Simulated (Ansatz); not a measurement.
`C1[O][Zn][S]1` at its PBE0-D4/def2-TZVP geometry, where that method's forces vanish. Charge 0, multiplicity 1.

```xyz
6

C    -0.4125    0.0721    0.2636
O     0.4569   -0.9008    0.7487
Zn    1.6493   -0.6064   -0.6508
S     0.2249    0.8962   -1.3298
H    -1.3835   -0.3553   -0.0086
H    -0.5352    0.8941    0.9769
```

**Question.** What forces (eV/Å) does B3LYP-D4/def2-TZVPP give on these atoms in the Gaussian-basis code of Ansatz? (An estimate is asked.)

**Answer.** Computed: 
```
C1  -0.425  0.135  0.195
O2   0.030 -0.212  0.242
Zn3  0.409 -0.189 -0.113
S4  -0.079  0.304 -0.317
H5   0.061  0.024  0.030
H6   0.003 -0.062 -0.038
```

B3LYP here is the variant with VWN-RPA as its local correlation; programs differ in this.
